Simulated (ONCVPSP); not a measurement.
## barium (Ba): one change to an ONCV potential, before and after

| Item | Value |
| --- | --- |
| Element | Ba |
| Generator | ONCVPSP 4.0.1 |
| Type | optimised norm-conserving Vanderbilt (ONCV) |
| Functional | PBE |
| Relativity | scalar-relativistic |
| Frozen core | [Xe] |
| Valence charge | 2 |
| Reference configuration | 6s1.5 6p0.5 |
| Partial waves | 6s: rc 3.50 bohr, ncon 4, nbas 7, qcut 1.6 1/bohr, local; 6p: rc 4.00 bohr, ncon 4, nbas 7, qcut 1.7 1/bohr, 2 projectors, debl 1.9 Ha; d scattering state at 0.36 Ha: rc 3.50 bohr, ncon 3, nbas 8, qcut 3.1 1/bohr, 1 projector |
| Local potential | the s channel |
| Core correction | polynomial model core, fcfact 0.25 |

In the d channel the program set the typed energies aside and used -0.090 Ha.

All-electron outer shells of the reference configuration (PBE, scalar-relativistic, ld1.x):

```
shell  level (eV)  outermost node (bohr)  outermost maximum (bohr)
   5p      -19.31                   0.86                      1.67
   6s       -3.53                   1.96                      4.10
   6p       -1.50                   2.35                      5.34
```

Change: core correction Teter function, fcfact 3.25, rcfact 1.3.

Cutoffs: the cutoffs (Ha) at which the residual kinetic energy of the hardest occupied pseudo-wave falls to 1 and 0.1 mHa per electron; they do not see the model core or the augmentation charge, which bear on the density cutoff. Errors are all-electron minus pseudo energies relative to the spin-unpolarised reference configuration.

Task: How do hardness, ghosts and transferability respond?

Result: The potential gets neither clearly harder nor softer (1.1 Ha and 7.5 Ha → 1.1 Ha and 7.5 Ha); of the 4 tests that both files solve, the error grows in 3 and shrinks in 0 by more than 15 % and 0.3 meV (median size 1.1 → 4.0 meV); neither file shows a bound ghost. A model core, the more so a compact one, raises the density cutoff, which this test does not measure.

| quantity | base | changed |
| --- | --- | --- |
| cutoff, loose | 1.1 Ha | 1.1 Ha |
| cutoff, tight | 7.5 Ha | 7.5 Ha |
| bound ghosts | none | none |
| GHOST(+) flags under 300 eV | none | none |
| error for 6s2 6p0, meV [ΔE -1.00 eV] | -0.8 | -0.8 |
| error for 6s1 6p0, meV [ΔE 4.36 eV] | +1.4 | -8.9 |
| error for 6s1.5 6p0, meV [ΔE 1.13 eV] | -0.4 | -1.8 |
| error for 6s0 6p2, meV [ΔE 3.14 eV] | -3.2 | +6.2 |
| s: phases at 3.54 bohr within 0.05 rad from the reference energy up to (Ha; the scan ends near 5) | 0.5 | 0.5 |
| p: phases at 4.07 bohr within 0.05 rad from the reference energy up to (Ha; the scan ends near 5) | 1.0 | 1.0 |
| d: phases at 3.54 bohr within 0.05 rad from the reference energy up to (Ha; the scan ends near 5) | 0.3 | 0.3 |
| rms error of d²Exc/dni dnj with the model core, mHa | 0.70 | 0.41 |

Base: The cutoffs count occupied waves only; projector 2 of the p channel, the hardest unoccupied one, needs 10 Ha at the loose tolerance. Changed file: The cutoffs count occupied waves only; projector 2 of the p channel, the hardest unoccupied one, needs 10 Ha at the loose tolerance.
